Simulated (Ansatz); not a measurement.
Basis-set extrapolation for Al₂Cl₂F₂H₂ (`[Cl][Al@H-]1[F+][Al@@H-]([Cl])[F+]1`) (PBE0-D4/def2-TZVP geometry, frozen core, the Gaussian-basis code of Ansatz). Multiplicity 1, RHF reference.

|  | def2-TZVPP | def2-QZVPP |
| --- | --- | --- |
| HF | -1603.376403 | -1603.428082 |
| MP2 correlation | -1.035070 | -1.137259 |
| CCSD(T) correlation | -1.117755 | not run |

Energies in hartree. Use E(X) = E(∞) + A·exp(−7.88·√X) for Hartree–Fock and E(X) = E(∞) + B·X^(−2.97) for correlation, with X = 3 and 4, and add CCSD(T) minus MP2 of the smaller set to the MP2 limit.

Q: What is the CCSD(T) energy at the basis-set limit?

A: HF limit: -1603.428082 + (-0.051679) × 0.13774 = -1603.43520. MP2 limit: -1.137259 + (-0.102189) × 0.74074 = -1.21295. Higher-order term: -1.117755 − (-1.035070) = -0.08269. Total: -1604.73084 hartree, 621.4 kJ/mol below CCSD(T)/def2-TZVPP.
